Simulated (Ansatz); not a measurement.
Computed with Ansatz on PBE0-D4/def2-TZVP structures; ΔE is electronic, products minus reactants. CCSD(T)/CBS adds triple-zeta CCSD(T) − MP2 to the extrapolated MP2 energy (def2 sets, frozen cores). This one scheme is used for every species. Functionals use def2-TZVPP. B3LYP here is the variant with VWN-RPA as its local correlation; programs differ in this. def2 core potentials past Kr. For Sn outer-core shells are correlated without core-valence functions, which leaves a few kJ/mol of doubt a bond.

Consider the formal exchange of groups at the Sn–C bond: `C[C](F)(Cl)[SnH3]` + `F[SiH2]Cl` → `F[SiH2][SnH3]` + `CC(F)(Cl)Cl`.

`C[C](F)(Cl)[SnH3]`:

```xyz
11

C     0.490   -0.594   -1.316
C     0.387    0.522   -0.314
F     1.659    0.912    0.040
Cl   -0.404    1.941   -1.080
Sn   -0.725    0.050    1.515
H     1.057   -0.261   -2.189
H    -0.502   -0.909   -1.639
H     1.004   -1.445   -0.863
H     0.050   -1.270    2.273
H    -2.312   -0.376    1.064
H    -0.705    1.430    2.507
```

`F[SiH2]Cl`:

Z-matrix (Å, degrees):
```
Si
F 1 1.589
Cl 1 2.036 2 108.8
H 1 1.475 2 108.3 3 -118.2
H 1 1.475 2 108.3 3 118.2
```

`F[SiH2][SnH3]`:

```xyz
8

F     0.966    2.046   -0.701
Si    0.417    1.130    0.499
Sn   -0.413   -1.105   -0.452
H     1.531    0.935    1.463
H    -0.677    1.878    1.173
H    -1.686   -0.861   -1.561
H     0.850   -1.936   -1.243
H    -0.989   -2.087    0.822
```

`CC(F)(Cl)Cl`:

Z-matrix (Å, degrees):
```
C
C 1 1.502
H 1 1.088 2 110.1
H 1 1.091 2 108.9 3 -120.2
H 1 1.091 2 108.9 3 120.2
F 2 1.348 1 110.1 3 180.0
Cl 2 1.776 1 111.1 3 -60.9
Cl 2 1.776 1 111.1 3 60.9
```

CCSD(T)/CBS gives +120.2 kJ/mol.

(1) Another level gave +103.9 kJ/mol. Which?
A. PBE0/def2-TZVPP
B. B3LYP-D4/def2-TZVPP
C. PBE/def2-TZVPP
D. HF/def2-TZVPP

Largest T1 diagnostic among the species: 0.013.

Results:

(1) A. PBE0 103.9, B3LYP-D4 114.0, HF/def2-TZVPP 123.0, PBE 99.3 kJ/mol.

From PBE to PBE0 (25 % exact exchange), in def2-TZVPP and without D4, ΔE moves by +4.5 kJ/mol.
